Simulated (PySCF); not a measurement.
Excitation energy of Tm⁺ by level of theory

Tm⁺ [Xe] 4f13 6s1 (3F) → Tm⁺ [Xe] 4f12 6s1 6p1 (high-spin determinant), as a difference of total energies. Computed with PySCF 2.14 in ANO-RCC-VTZP (8s7p5d3f2g1h, 104 functions), with scalar relativity by spin-free X2C-1e. Correlated levels: valence: [Kr] 4d10 frozen; valence and next inner shell: [Ar] 3d10 frozen. The calculations carry no spin-orbit coupling.

| method | excitation energy (eV) |
| --- | --- |
| UHF | 1.417 |
| LDA | 7.381 |
| PBE | 6.806 |
| PBE0 | 5.692 |
| r2SCAN | 5.734 |
| MP2 (valence) | 7.337 |
| SCS-MP2 (valence) | 6.563 |
| MP2 (valence and next inner shell) | 7.935 |
| SCS-MP2 (valence and next inner shell) | 6.984 |

Q: How much does correlation contribute at MP2 (valence and next inner shell)?

A: 7.935 − (1.417) = 6.518 eV, measured against UHF.

A first-order spin-orbit estimate (lowest level to lowest level, LS coupling) adds -0.247 eV.

The basis was made for the ground configuration and has no added diffuse functions, so the excitation energy can come out too high.

The determinant of the upper state mixes LS terms, which raises its energy above the lowest term, most at the Hartree-Fock and MP2 levels.
